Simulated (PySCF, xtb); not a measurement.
C₂H₄BF₃, SMILES FCB(F)CF. The values are those of a single conformer.

Harmonic wavenumbers (cm⁻¹) from GFN2-xTB (xtb) at its own minimum, in rising order: 74, 93, 118, 214, 306, 403, 493, 641, 702, 834, 1006, 1037, 1109, 1174, 1184, 1258, 1288, 1338, 1407, 1412, 2909, 2918, 2932, 2936.

### Question
What does PBE-D3(BJ)/def2-SVP run with PySCF give at its own minimum? (Estimate from the structure and the level; the computed values follow.)

### Answer
92, 100, 129, 216, 322, 413, 511, 592, 709, 897, 1034, 1064, 1121, 1188, 1198, 1250, 1334, 1365, 1376, 1397, 2922, 2928, 2957, 2971. Paired by order, the mean absolute difference is 21 cm⁻¹ and the zero-point energies are 39.7 and 40.1 kcal/mol.
